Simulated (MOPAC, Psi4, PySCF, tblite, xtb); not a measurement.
Dimer HF ··· H4Ge (SMILES F and [GeH4]) at R = 3.61 Å between the centres of mass, closest contact 2.89 Å (a random orientation, not optimised). Geometry in Å and degrees:

```
Ge
H 1 1.5359
H 1 1.5359 2 109.47
H 1 1.5359 2 109.47 3 -120.00
H 1 1.5359 2 109.47 3 120.00
F 2 2.8870 1 103.31 3 151.57
H 6 0.9245 4 134.68 1 -161.38
```

- GFN2-xTB (tblite)
- SAPT0/jun-cc-pVDZ, frozen core (Psi4)
- revPBE/def2-TZVP, counterpoise-corrected (Psi4)
- revPBE-D3(BJ)/def2-TZVP, counterpoise-corrected (Psi4)
- PBE/def2-TZVP, counterpoise-corrected (Psi4)
- PBE-D3(BJ)/def2-TZVP, counterpoise-corrected (Psi4)
- M06-2X/def2-TZVP, counterpoise-corrected (Psi4)
- HF/aug-cc-pVTZ, counterpoise-corrected (Psi4)
- MP2/aug-cc-pVTZ = DF-MP2/aug-cc-pVTZ, frozen core, counterpoise-corrected (Psi4 1.11)
- SCS-MP2/aug-cc-pVTZ = DF-SCS-MP2/aug-cc-pVTZ, frozen core, counterpoise-corrected run with Psi4 1.11
- PM3, restricted, heats of formation (MOPAC)
- AM1, restricted, heats of formation (MOPAC)
- GFN1-xTB (xtb)
- RKS-B3LYP/6-31G* = restricted B3LYP/6-31G*, spherical d, no counterpoise correction in PySCF
- RMP2/3-21G = restricted MP2 (frozen core)/3-21G, no counterpoise correction (PySCF 2.14.0)
- RKS-LDA (SVWN5)/6-31G* = restricted LDA (SVWN5)/6-31G*, spherical d, no counterpoise correction (PySCF)
- RHF/STO-3G = PySCF 2.14.0 with restricted Hartree-Fock/STO-3G, no counterpoise correction

Question: What interaction energy does each level give?

Answer: 
```
method                   E_int / kJ/mol
-----------------------  --------------
GFN1-xTB                         -17.82
RMP2/3-21G                       -11.10
RKS-LDA (SVWN5)/6-31G*            -9.80
GFN2-xTB                          -7.78
RKS-B3LYP/6-31G*                  -5.84
PBE-D3(BJ)/def2-TZVP              -2.32
M06-2X/def2-TZVP                  -2.15
MP2/aug-cc-pVTZ                   -1.49
revPBE-D3(BJ)/def2-TZVP           -1.15
PBE/def2-TZVP                     -1.00
SCS-MP2/aug-cc-pVTZ               -0.87
SAPT0/jun-cc-pVDZ                 -0.46
RHF/STO-3G                         0.15
HF/aug-cc-pVTZ                     1.22
AM1                                1.29
revPBE/def2-TZVP                   1.47
PM3                                6.55
```
